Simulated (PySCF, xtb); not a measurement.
4,4-difluorobuta-1,2-diene (C4H4F2), SMILES C=C=CC(F)F. Other conformers were not sampled.

Harmonic wavenumbers (cm⁻¹) from GFN2-xTB (xtb 6.7.1) at its own minimum, in rising order: 41, 150, 292, 319, 397, 456, 557, 596, 839, 854, 951, 995, 1005, 1069, 1135, 1229, 1257, 1320, 1430, 2097, 2897, 3069, 3085, 3096.

Task: What does PySCF 2.14.0 with PBE-D3(BJ)/def2-SVP give at its own minimum? (An estimate is asked for; the answer gives what the named calculation found.)

Result: 62, 159, 300, 340, 413, 492, 590, 614, 823, 851, 947, 1029, 1059, 1087, 1107, 1243, 1319, 1347, 1427, 2031, 2990, 3061, 3085, 3148. Paired by order, the mean absolute difference is 27 cm⁻¹ and the zero-point energies are 41.7 and 42.2 kcal/mol.
